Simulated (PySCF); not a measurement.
## KB: energy against distance

Set-up: K pcseg-1, B pcseg-1; no relativity (PySCF 2.14). Energies in eV from K + B in their ground configurations at the same level. All curves are PBE0. state 1: ³Π (triplet), unpaired electrons σ ↑, π ↑; state 2: ³Σ⁻ (triplet), unpaired electrons π ↑↑, a second solution, started from another occupation; state 3: Ms = 0 determinant of mixed spin (⟨S²⟩ near 1.0), unpaired electrons σ ↓, π ↑, a second solution, started from another occupation; state 4: Ms = 0 determinant of mixed spin (⟨S²⟩ near 1.0), unpaired electrons π ↑↓, a mixture of terms (⟨Lz²⟩ = 2.0), a second solution, started from another occupation.

```tsv
R (Å)	state 1	state 2	state 3	state 4
2.459	-0.6855	-0.6986	-0.4331	-0.4458
2.573	-0.8399	-0.7146	-0.5848	-0.4633
2.688	-0.9249	-0.6856	-0.6705	-0.4355
2.773	-0.9550	-0.6425	-0.7030	-0.3932
2.859	-0.9635	-0.5857	-0.7157	-0.3372
2.945	-0.9555	-0.5187	-0.7134	-0.2710
3.059	-0.9264	-0.4181	-0.6939	-0.1717
3.202	-0.8709	-0.2810	-0.6529	-0.0363
3.374	-0.7897	-0.1087	-0.5915	0.1333
3.602	-0.6750	0.1215	-0.5042	0.3589
```

**Question.** Put a parabola through the three lowest points of the state 1 curve and estimate Re, k and ωe (reduced mass 8.584 u; 1 eV/Å² = 0.16022 mdyn/Å; ωe = 1302.8·√(k/μ) cm⁻¹).

**Answer.** Through R = 2.773, 2.859, 2.945 Å the second-order coefficient is 1.12 eV/Å², so Re ≈ 2.860 Å, k ≈ 0.357 mdyn/Å and ωe ≈ 266 cm⁻¹. A polynomial fit of higher order to the unrounded PBE0 energies gives Re = 2.856 Å, k = 0.359 mdyn/Å, ωe = 267 cm⁻¹; anharmonicity and rounding make the difference.

The higher-order fit for each curve: state 1: Re = 2.856 Å, ωe = 267 cm⁻¹, De = 0.96 eV; state 2: Re = 2.551 Å, ωe = 339 cm⁻¹, minimum 0.72 eV below the ground-state fragments; state 3: Re = 2.886 Å, ωe = 241 cm⁻¹, minimum 0.72 eV below the ground-state fragments; state 4: Re = 2.554 Å, ωe = 339 cm⁻¹, minimum 0.464 eV below the ground-state fragments.

The state is the lowest determinant that a PBE0 search found; another state may lie lower at other levels.
